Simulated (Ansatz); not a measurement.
Consider the substitution at a C–Ge bond: `C[O][Ge]([CH3])([NH2])[Cl]` + `B1N[SiH2]1` → `CN1B[SiH2]1` + `C[O][GeH]([NH2])[Cl]`.

Calculated with Ansatz (gas phase, PBE0-D4/def2-TZVP geometries, no zero-point term in ΔE). CCSD(T)/CBS is the MP2 limit (def2-TZVPP, def2-QZVPP) plus CCSD(T) − MP2 in def2-TZVPP, frozen cores. DFT in def2-TZVPP. B3LYP here is the variant with VWN-RPA as its local correlation; programs differ in this. For Ge outer-core shells are correlated without core-valence functions, which leaves a few kJ/mol of doubt a bond. Scalar relativity is left out up to krypton. One conformer a species, not always the lowest.

`C[O][Ge]([CH3])([NH2])[Cl]`:

```xyz
14

C     2.200    0.284   -0.176
O     1.081   -0.319   -0.785
Ge   -0.554    0.107   -0.281
C    -0.991   -0.394    1.532
N    -1.581   -0.723   -1.521
Cl   -0.676    2.284   -0.377
H     3.094   -0.091   -0.679
H     2.179    1.375   -0.272
H     2.277    0.029    0.888
H    -0.881   -1.472    1.646
H    -2.019   -0.108    1.755
H    -0.328    0.121    2.228
H    -2.563   -0.485   -1.492
H    -1.239   -0.609   -2.465
```

`B1N[SiH2]1`:

Cartesian coordinates in Å:
```
B -0.306 -1.104 -0.039
N 0.380 -0.219 0.763
Si -0.160 0.732 -0.611
H -0.583 -2.258 -0.005
H 0.875 -0.241 1.642
H 0.926 1.280 -1.463
H -1.132 1.809 -0.288
```

`CN1B[SiH2]1`:

Cartesian coordinates in Å:
```
C -0.787 1.197 0.244
N 0.097 0.070 0.113
B 1.286 -0.385 0.632
Si 0.399 -1.467 -0.688
H -1.777 0.869 0.571
H -0.905 1.704 -0.718
H -0.394 1.910 0.971
H 2.073 0.009 1.431
H -0.601 -2.530 -0.399
H 0.608 -1.377 -2.158
```

`C[O][GeH]([NH2])[Cl]`:

Cartesian coordinates in Å:
```
C -0.474 0.784 -1.553
O -0.038 1.187 -0.271
Ge -0.159 0.031 1.054
N 0.872 -1.405 0.640
Cl 0.556 1.169 2.731
H -0.254 1.598 -2.246
H -1.556 0.598 -1.577
H 0.040 -0.120 -1.898
H -1.595 -0.427 1.333
H 1.859 -1.206 0.547
H 0.747 -2.209 1.238
```

```csv
level,ΔE (kJ/mol),difference from CCSD(T)/CBS
PBE-D4,65.6,-8.0
r2SCAN-D4,71.1,-2.5
PBE0-D4,68.2,-5.4
B3LYP-D4,66.8,-6.8
ωB97X-V,68.8,-4.8
ωB97M-V,72.4,-1.2
B2PLYP,67.6,-6.0
PBE,63.5,-10.1
r2SCAN,70.4,-3.2
PBE0,66.2,-7.4
B3LYP,63.6,-10.0
HF/def2-TZVPP,63.1,-10.5
MP2/def2-TZVPP,75.1,1.5
SCS-MP2/def2-TZVPP,69.9,-3.7
CCSD/def2-TZVPP,71.7,-1.9
CCSD(T)/def2-TZVPP,72.1,-1.5
HF/def2-QZVPP,62.2,-11.4
MP2/def2-QZVPP,75.7,2.1
SCS-MP2/def2-QZVPP,70.5,-3.1
HF/CBS(def2),62.1,-11.5
MP2/CBS(def2),76.7,3.1
CCSD/CBS(def2),73.3,-0.3
CCSD(T)/CBS,73.6,0
```

Largest T1 diagnostic among the species: 0.014.

In def2-TZVPP, CCSD(T) changes the Hartree–Fock value by +9.0 kJ/mol (the triples alone add +0.3 kJ/mol) and MP2 by +12.0 kJ/mol. The D4 term adds +3.2 kJ/mol with B3LYP and +2.0 kJ/mol with PBE0; it sums over pairs of atoms, weighted by their polarisabilities, and B3LYP, whose exchange is more repulsive, gets the larger term.
